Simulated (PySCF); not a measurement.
Computed shifts of a molecule C₄H₆OSe, PBE/pcSseg-1 in PySCF, GIAO, gas phase, equivalent atoms averaged, in ppm (number of nuclei): ¹³C: 148.4 (1), 99.0 (1), 70.6 (1), 30.6 (1). ¹H: 7.05 (1), 4.99 (1), 4.70 (1), 4.36 (1), 3.45 (1), 2.53 (1). References: ¹³C against TMS (σ = 182.0 ppm); ⁷⁷Se against Me2Se (σ = 1634.8 ppm); ¹⁷O against H2O (σ = 334.3 ppm); ¹H against TMS (σ = 31.49 ppm), references at their B3LYP-D3(BJ)/def2-TZVP geometries, non-relativistic. Geometry: B3LYP-D3(BJ)/def2-SVP. Other conformers were not sampled.

Task: Which structure fits?
A) C1=C[Se]CCO1
B) O=C1CC[C@@H]1[SeH]
C) CC1=CO[C@H]1[SeH]
D) COC1=CC[Se]1

Result: A, C1=C[Se]CCO1
